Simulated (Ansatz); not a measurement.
The same path of C2H2BF2N (8 atoms, charge 0, multiplicity 1) was run 3 times with different band settings. Lost on the way: C5–H8. Made: N6–H8.

The calculation used UHF/def2-SVP in Ansatz 0.2.0.

Relaxed end points:

```xyz
8
Properties=species:S:1:pos:R:3
F 1.423 -1.811 -0.672
B 1.040 -0.798 0.058
C -0.186 0.073 -0.400
F -0.694 -0.258 -1.608
C -1.038 0.836 0.466
N -0.194 1.518 -0.109
H 1.621 -0.552 1.074
H -1.882 0.935 1.134
```

```xyz
8
Properties=species:S:1:pos:R:3
F 1.672 -1.471 -0.832
B 1.042 -0.750 0.056
C -0.326 -0.085 -0.313
F -0.691 -0.170 -1.610
C -1.512 0.005 0.682
N -0.824 1.023 0.363
H 1.504 -0.632 1.153
H -0.773 2.023 0.445
```

Common settings: movable images 7; climbing image yes; spring 5.0 eV/Å²; force threshold 0.05 eV/Å; iteration limit 60; end points relaxed.

| run | optimiser | start path |
| --- | --- | --- |
| 1 | quadratic models (default) | through a guess of the saddle point |
| 2 | quadratic models (default) | straight line |
| 3 | lbfgs | through a guess of the saddle point |

(1) What does each run give, and how far can it be trusted?

Results:

(1) Run 1: converged after 16 iterations, highest image 3.130 eV above the first end. Neighbouring images differ by up to 1.3 eV, so the band resolves the path poorly. A vibrational analysis at the climbing image gives one clearly imaginary mode, 1556i cm⁻¹: a first-order saddle point.
Run 2: converged after 13 iterations, highest image 3.130 eV above the first end. Neighbouring images differ by up to 1.3 eV, so the band resolves the path poorly. Another band between the same ends (7 images) ends at a top of the same energy, where a vibrational analysis finds 1 clearly imaginary mode.
Run 3: not converged after 60 iterations, highest image 3.261 eV above the first end. The band didn't meet its force threshold, so its energies are provisional: the largest band force was still 0.23 eV/Å, and over the last iterations the top stayed at 3.26 eV.
The orbitals stay closed-shell, which can raise the energy where a bond breaks towards radicals; this wasn't checked here.
